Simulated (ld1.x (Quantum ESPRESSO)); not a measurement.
u(r) = r·R(r): atom against pseudo-atom (silicon (Si))

Columns: radius, all-electron u(r) and pseudo u(r) of the 3p shell (level -11.52 eV) of silicon in the configuration [Ne] 3s2 3p1; BLYP, scalar-relativistic, ultrasoft scheme, ld1.x (Quantum ESPRESSO) 7.5.

```
r (bohr)  all-electron   pseudo
   0.093        0.1060  -0.0045
   0.185        0.2324  -0.0175
   0.278        0.2931  -0.0390
   0.370        0.2884  -0.0676
   0.463        0.2375  -0.1031
   0.555        0.1598  -0.1435
   0.648        0.0673  -0.1885
   0.740       -0.0289  -0.2358
   0.833       -0.1247  -0.2852
   0.925       -0.2145  -0.3343
   1.018       -0.2980  -0.3832
   1.110       -0.3720  -0.4299
   1.203       -0.4378  -0.4745
   1.295       -0.4939  -0.5155
   1.388       -0.5419  -0.5530
   1.480       -0.5812  -0.5859
   1.573       -0.6130  -0.6144
   1.665       -0.6372  -0.6373
   1.758       -0.6548  -0.6548
   1.850       -0.6663  -0.6663
   1.943       -0.6723  -0.6723
   2.035       -0.6736  -0.6736
   2.128       -0.6705  -0.6705
   2.220       -0.6640  -0.6640
   2.313       -0.6543  -0.6543
   2.405       -0.6422  -0.6422
```

Question: How many radial nodes do the two functions have?

Answer: The all-electron 3p function has n − l − 1 = 1; the pseudo-wave has 0, since the states of the same l below it are removed with the core.

Question: At about which radius was the pseudo-wave matched?

Answer: 1.75 bohr, where the columns begin to agree (steps of 0.09 bohr).

Question: Is the pseudo-wave norm-conserving?

Answer: No, it belongs to an ultrasoft set: the norm inside the radius is not constrained, and the difference is carried by the augmentation charge.
